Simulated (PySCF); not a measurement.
# What a mistake does to a calculation on GeH5NSi2

All numbers below are calculated, not measured. They come from PySCF 2.14.0, an open-source quantum chemistry program, on an isolated molecule that a program drew, which may never have been made. The molecule is GeH5NSi2 (charge 0, singlet), drawn as the SMILES string `[SiH3]N=[SiH][GeH]`.

Each row is a Hartree-Fock (HF) and frozen-core CCSD(T) single point in the cc-pV(D+d)Z basis, meant for a local HF minimum. Run 1 is clean. Each other run has one planted mistake out of seven kinds, and not every kind appears here: one electron removed, one electron added, multiplicity raised by two, geometry at a saddle point, minimal basis STO-3G, one bond length entered in bohr, all coordinates scaled. The reference is restricted for singlets and unrestricted otherwise, and also for a bond in bohr. Adding or removing an electron swaps singlet and doublet. Electrons count all cores. HOMO and LUMO are orbital energies over both spins, the gradient is its largest component, and the lowest frequency (negative if imaginary) is given only where the gradient is small. Bond lengths are over the 8 bonds as drawn. T1 is the CCSD diagnostic: over 0.02 (restricted) or 0.045 (unrestricted) a single reference is doubtful. Germanium has the cc-pVDZ-PP basis, with a core potential (ECP10MDF) in place of its 10 inner electrons, and its 3s, 3p and 3d shells are frozen in CCSD(T).

Geometry of the clean run:
```xyz
9
GeH5NSi2, angstrom
Si   -0.1340   -2.5912   -1.3021
N    -0.7396   -1.0547   -0.9417
Si   -1.5635    0.0751   -0.2422
Ge   -3.0608   -0.3235    1.6871
H    -0.4883   -2.9940   -2.6864
H    -0.6574   -3.6574   -0.3998
H     1.3455   -2.6218   -1.1843
H    -1.4447    1.4868   -0.6957
H    -4.3050   -0.3688    0.7092
```

```
run  electrons  basis functions  <S^2>  HOMO (eV)  LUMO (eV)  gradient (hartree/bohr)  lowest frequency (cm^-1)  mean bond (Å)  longest bond (Å)      T1  HF (hartree)  CCSD(T) (hartree)                 mistake
  1         72              108  0.000      -8.81      -0.58                  3.6e-06                        25         1.6575             2.474  0.0200    -928.57412         -929.07794                no fault
  2         72              108  0.000      -8.58      -0.74                  5.3e-02                         -         1.8099             2.702  0.0246    -928.51072         -929.03632  all coordinates scaled
  3         71              108  0.988     -14.60      -5.38                  6.7e-02                         -         1.6575             2.474  0.0567    -928.31240         -928.78178                       ?
  4         73              108  0.763      -2.19       6.19                  3.2e-02                         -         1.6575             2.474  0.0182    -928.62407         -929.13595                       ?
```

**Which mistake was planted in run 3, and what did it cost?**

It counts 71 electrons, one fewer than the clean run, at the same geometry and basis. So the mistake is: one electron removed. Subtracting run 1 and multiplying by 627.51 kcal/mol a hartree, the energy moved by 164.2 kcal/mol in HF and 185.8 kcal/mol in CCSD(T).

**Which mistake was planted in run 4, and what did it cost?**

It counts 73 electrons, one more than the clean run, at the same geometry and basis. So the mistake is: one electron added. Subtracting run 1 and multiplying by 627.51 kcal/mol a hartree, the energy moved by -31.3 kcal/mol in HF and -36.4 kcal/mol in CCSD(T).

Cautions from the logs. Run 2: T1 is over the limit, so its CCSD(T) energy is less reliable; run 3: T1 is over the limit, so its CCSD(T) energy is less reliable.
